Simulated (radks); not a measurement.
The nuclear charge of the ytterbium ion Yb+ is varied continuously with 69 electrons held in [Xe] 4f14 6s1. Method: scalar-relativistic Kohn-Sham, PBE, spin-polarised, spherical densities, point nucleus; open shells are filled with parallel spins first (spin-orbit coupling, left out, can overturn this in heavy ions); computed with a radial shooting solver on a logarithmic mesh with Libxc functionals. By the Hellmann-Feynman theorem dE/dZ = E(electron-nucleus)/Z, the electronic potential at the nucleus. The scalar-relativistic energy here is not variational (the density holds large components alone), so the two differ by a part that grows with Z.

\begin{tabular}{lrrrrr}
Z & E (hartree) & E(electron-nucleus)/Z (hartree) & HOMO & e(HOMO) (eV) & <r> HOMO (bohr) \\ \hline
69.2 & -13664.9323 & -485.641 & 4f & -0.229 & 0.9667 \\
69.3 & -13713.8806 & -486.728 & 4f & -0.876 & 0.8612 \\
69.4 & -13762.9386 & -487.804 & 4f & -1.829 & 0.8455 \\
69.5 & -13812.1058 & -488.876 & 4f & -2.932 & 0.8323 \\
69.6 & -13861.3819 & -489.946 & 4f & -4.141 & 0.8206 \\
69.7 & -13910.7666 & -491.014 & 4f & -5.432 & 0.8102 \\
69.8 & -13960.2599 & -492.081 & 4f & -6.794 & 0.8006 \\
69.9 & -14009.8617 & -493.147 & 4f & -8.217 & 0.7916 \\
70 & -14059.5719 & -494.213 & 6s & -9.627 & 3.525 \\
70.1 & -14109.3905 & -495.278 & 6s & -10.390 & 3.467 \\
70.2 & -14159.3175 & -496.344 & 6s & -11.171 & 3.412 \\
70.3 & -14209.3528 & -497.409 & 6s & -11.970 & 3.359 \\
70.4 & -14259.4965 & -498.474 & 6s & -12.786 & 3.309 \\
70.5 & -14309.7486 & -499.539 & 6s & -13.618 & 3.261 \\
70.6 & -14360.1090 & -500.604 & 6s & -14.466 & 3.215 \\
70.7 & -14410.5779 & -501.669 & 6s & -15.329 & 3.171 \\
70.8 & -14461.1551 & -502.734 & 6s & -16.207 & 3.129 \\
70.9 & -14511.8409 & -503.800 & 6s & -17.100 & 3.088 \\
71 & -14562.6351 & -504.866 & 6s & -18.007 & 3.049 \\
\end{tabular}

The central difference of E at Z = 70 is -497.644 hartree, to compare with the third column; the second derivative is -10.8 hartree. No converged solution with all levels bound was reached at Z = 69, 69.1.
